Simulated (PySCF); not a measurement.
Sn(H)(Br)2(OH) (Br2H2OSn), SMILES [OH][SnH]([Br])[Br].

The structure is a stationary point at PBE0-D3(BJ)/def2-SVP. The structure was generated by enumeration; whether it is a known compound was not checked. The def2 effective core potentials stand for the cores of Sn; spin–orbit coupling is left out. Other conformers were not sampled.

The numbers are results of TDA-PBE/def2-SVPD (PySCF 2.14.0), not measurements.

Vertical excitations. Gas-phase values at a fixed geometry. State labels are in the subgroup Cs.

Computed lowest excited states:
```csv
state,symmetry,energy (eV),λ (nm),f,main pairs
S1,A",4.21,294,0.002,HOMO→LUMO 94 %
S2,A",4.43,280,0.015,HOMO−1→LUMO 88 %
S3,A',4.53,274,0.022,HOMO−2→LUMO 97 %
S4,A',4.61,269,0.015,HOMO−3→LUMO 96 %
S5,A",4.77,260,0.051,HOMO−4→LUMO 89 %
S6,A',5.89,210,0.017,"HOMO−5→LUMO 68 %, HOMO−2→LUMO+1 11 %"
S7,A",6.00,207,0.003,"HOMO→LUMO+1 83 %, HOMO−1→LUMO+1 13 %"
S8,A',6.10,203,0.008,"HOMO→LUMO+2 77 %, HOMO−2→LUMO+1 19 %"
S9,A",6.15,202,0.003,HOMO−1→LUMO+1 78 %
S10,A',6.25,198,0.015,"HOMO−3→LUMO+1 39 %, HOMO−1→LUMO+2 26 %, HOMO−2→LUMO+1 20 %, HOMO−4→LUMO+2 6 %"
T1,A",3.91,317,0,HOMO→LUMO 99 %
T2,A",4.05,306,0,HOMO−1→LUMO 99 %
T3,A',4.09,303,0,HOMO−2→LUMO 99 %
T4,A',4.24,292,0,HOMO−3→LUMO 99 %
```
Triplets are in the Tamm–Dancoff approximation.
